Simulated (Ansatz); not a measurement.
Cartesian coordinates (Å):
SMILES: CN(C)BN(C)C
```xyz
20

C      1.7355     0.9846    -0.0720
N      1.2341    -0.3591     0.0471
C      2.2674    -1.3271     0.3126
B     -0.1139    -0.7835    -0.1085
N     -1.2825     0.0262    -0.0932
C     -1.3926     1.3742     0.3987
C     -2.5341    -0.5073    -0.5667
H      2.0288     1.4280     0.9004
H      0.9981     1.6458    -0.5422
H      2.6377     0.9976    -0.7111
H      1.8445    -2.3400     0.3156
H      2.7492    -1.1591     1.2952
H      3.0678    -1.2865    -0.4512
H     -0.2870    -1.9743    -0.2734
H     -2.2792     1.4682     1.0526
H     -0.5185     1.6529     0.9990
H     -1.5124     2.1241    -0.4085
H     -3.3202    -0.4495     0.2107
H     -2.4114    -1.5591    -0.8556
H     -2.9113     0.0440    -1.4497
```
Charge 0, multiplicity 1.

Level of theory: frozen-core CCSD(T)/cc-pVTZ // PBE0-D4/def2-SVP (Ansatz, a quantum-chemistry and plane-wave program).

| Quantity | Result |
|---|---|
| HF energy | -292.76945 Ha |
| MP2 correlation energy | -1.23689 Ha |

Question: Estimate the CCSD correlation energy, the (T) correction, the total energy and the T1 diagnostic.

Answer: 
- CCSD correlation energy: -1.30254 Ha
- (T) correction: -0.05270 Ha
- CCSD(T) total energy: -294.12469 Ha
- T1 diagnostic: 0.011
